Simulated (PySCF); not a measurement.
## `InChI=1S/C4H5NSSe/c1-7-4-2-5-3-6-4/h2-3H,1H3`

Molfile (atoms numbered from 1):
```
C4H5NSSe
     RDKit          3D

 12 12  0  0  0  0  0  0  0  0999 V2000
   -2.4470   -0.6189   -0.3477 C   0  0  0  0  0  0  0  0  0  0  0  0
   -1.6738    1.1439   -0.1202 Se  0  0  0  0  0  2  0  0  0  0  0  0
    0.1251    0.6355    0.1326 C   0  0  0  0  0  0  0  0  0  0  0  0
    1.1936    1.4744    0.3563 C   0  0  0  0  0  0  0  0  0  0  0  0
    2.4034    0.8669    0.5083 N   0  0  0  0  0  0  0  0  0  0  0  0
    2.2992   -0.4196    0.4082 C   0  0  0  0  0  0  0  0  0  0  0  0
    0.6889   -0.9979    0.1156 S   0  0  0  0  0  0  0  0  0  0  0  0
   -2.2990   -1.2277    0.5543 H   0  0  0  0  0  0  0  0  0  0  0  0
   -2.0194   -1.1205   -1.2262 H   0  0  0  0  0  0  0  0  0  0  0  0
   -3.5220   -0.4621   -0.5072 H   0  0  0  0  0  0  0  0  0  0  0  0
    1.1204    2.5617    0.4156 H   0  0  0  0  0  0  0  0  0  0  0  0
    3.1316   -1.1213    0.4946 H   0  0  0  0  0  0  0  0  0  0  0  0
  1  2  1  0
  2  3  1  0
  3  4  2  0
  4  5  1  0
  5  6  2  0
  6  7  1  0
  7  3  1  0
  1  8  1  0
  1  9  1  0
  1 10  1  0
  4 11  1  0
  6 12  1  0
M  END
```

Computed with quadratic response CAM-B3LYP/aug-cc-pVDZ first hyperpolarisability, Taylor convention, gas phase (PySCF 2.14.0). Geometry: PBE0-D3(BJ)/def2-SVP.

The calculation is non-relativistic, which matters for the atoms heavier than Zn.

Problem. Give the tensor of the second harmonic β(−2ω;ω,ω) at 1064 nm in the axes of these coordinates.

Solution. In au, Taylor convention; rows are the first index (the induced dipole):
```csv
,xx,yy,zz,xy,xz,yz
x,-397.9,-14.4,+66.0,+145.7,-76.9,+23.9
y,+138.4,-26.6,-41.4,-12.8,+23.4,+1.4
z,-76.7,+1.0,+26.4,+24.3,+60.8,-39.4
```
Norm of βᵢ = ⅓ Σⱼ (βᵢⱼⱼ + βⱼᵢⱼ + βⱼⱼᵢ): 360.3 au, hyper-Rayleigh value 185.8 au.
